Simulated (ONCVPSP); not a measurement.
**What one change does to a pseudopotential (bismuth, ONCV)**

ONCVPSP 4.0.1 input, shortened (lines: element, Z, core and valence counts, functional; n l f; lmax; l rc ep ncon nbas qcut; lloc lpopt rc5 dvloc0; l nproj debl; icmod fcfact rcfact), PBE, scalar-relativistic:

```
  Bi 83.00   10    5        4      upf
    1    0    2.00
    2    0    2.00
    2    1    6.00
    3    0    2.00
    3    1    6.00
    3    2   10.00
    4    0    2.00
    4    1    6.00
    4    2   10.00
    4    3   14.00
    5    0    2.00
    5    1    6.00
    5    2   10.00
    6    0    2.00
    6    1    3.00
    2
    0    1.30    0.00    3    6    8.70
    1    1.25    0.00    3    7    9.40
    2    1.60    0.00    3    8    7.70
    4    5    1.10    6.00
    0    2    3.80
    1    2    1.60
    2    1    1.80
    3    3.25    1.55
```

Change: core correction Teter function, fcfact 3.25, rcfact 1.38.

Cutoffs: the cutoffs (Ha) at which the residual kinetic energy of the hardest occupied pseudo-wave falls to 1 and 0.1 mHa per electron; they do not see the model core or the augmentation charge, which bear on the density cutoff. Errors are all-electron minus pseudo energies relative to the spin-unpolarised reference configuration.

What does the change do?

The potential gets neither clearly harder nor softer (35 Ha and 41 Ha → 35 Ha and 41 Ha); the errors of the 4 common tests hardly move; neither file shows a bound ghost. A model core, the more so a compact one, raises the density cutoff, which this test does not measure.

| quantity | base | changed |
| --- | --- | --- |
| cutoff, loose | 35 Ha | 35 Ha |
| cutoff, tight | 41 Ha | 41 Ha |
| bound ghosts | none | none |
| GHOST(+) flags under 300 eV | none | none |
| error for 5s2 5p6 5d10 6s2 6p2, meV [ΔE 7.91 eV] | -3.1 | -3.1 |
| error for 5s2 5p6 5d10 6s2 6p1, meV [ΔE 23.16 eV] | -10.0 | -9.8 |
| error for 5s2 5p6 5d10 6s2 6p0, meV [ΔE 46.50 eV] | -22 | -21 |
| error for 5s2 5p6 5d10 6s1 6p0, meV [ΔE 91.91 eV] | -50 | -46 |
| s: phases at 1.32 bohr within 0.05 rad from the reference energy up to (Ha; the scan ends near 5) | to the end of the scan | to the end of the scan |
| p: phases at 1.27 bohr within 0.05 rad from the reference energy up to (Ha; the scan ends near 5) | to the end of the scan | to the end of the scan |
| d: phases at 1.62 bohr within 0.05 rad from the reference energy up to (Ha; the scan ends near 5) | 3.2 | 3.2 |
| rms error of d²Exc/dni dnj with the model core, mHa | 1.39 | 0.27 |
